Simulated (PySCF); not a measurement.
A series of related compounds: `InChI=1S/C3H2FPS/c4-3-1-5-2-6-3/h1-2H`; `c1(C(OC)=O)pcc(C)s1`, C6H7O2PS; `Cc1cpc(F)s1`, C4H4FPS; SMILES O=CC1=PC=C(C)S1, C5H5OPS; `InChI=1S/C5H5OPS/c1-4(6)5-2-7-3-8-5/h2-3H,1H3`; SMILES COc1pcc(C)s1, C5H7OPS; `InChI=1S/C8H13PS/c1-6-5-9-7(10-6)8(2,3)4/h5H,1-4H3`; `CCc1pcc(C)s1`, C6H9PS; SMILES Cc1cpcs1, C4H5PS; `Cc1cpc(C)s1`, C5H7PS; SMILES Cc1cpc(C#N)s1, C5H4NPS; `CSc1cpcs1`, C4H5PS2.

No solvent, relativity neglected, one conformer, one averaged value for each set of equivalent atoms. Shielding tensors at PBE0/pcSseg-1 (GIAO); geometry: GFN2-xTB; PySCF 2.14.0 with density-fitted response routines.

Shifts are taken against calculated references (same method and geometry level): 31P against H3PO4.

How does the 31P shift change along the series?

## Answers


| compound | change | δ (ppm) | HOMO–LUMO gap (eV) |
| --- | --- | --- | --- |
| Fc1cpcs1 | CH3 replaced by F | 224.0 | 5.51 |
| COC(=O)c1pcc(C)s1 | H replaced by COOCH3 | 289.9 | 4.80 |
| Cc1cpc(F)s1 | H replaced by F | 151.3 | 5.38 |
| Cc1cpc(C=O)s1 | H replaced by CHO | 300.5 | 4.70 |
| CC(=O)c1cpcs1 | CH3 replaced by COCH3 | 236.9 | 5.11 |
| COc1pcc(C)s1 | H replaced by OCH3 | 137.3 | 5.13 |
| Cc1cpc(C(C)(C)C)s1 | H replaced by tBu | 209.7 | 5.35 |
| CCc1pcc(C)s1 | H replaced by C2H5 | 220.9 | 5.28 |
| Cc1cpcs1 | base | 234.4 | 5.48 |
| Cc1cpc(C)s1 | H replaced by CH3 | 225.3 | 5.30 |
| Cc1cpc(C#N)s1 | H replaced by CN | 302.1 | 4.78 |
| CSc1cpcs1 | CH3 replaced by SCH3 | 242.1 | 4.89 |
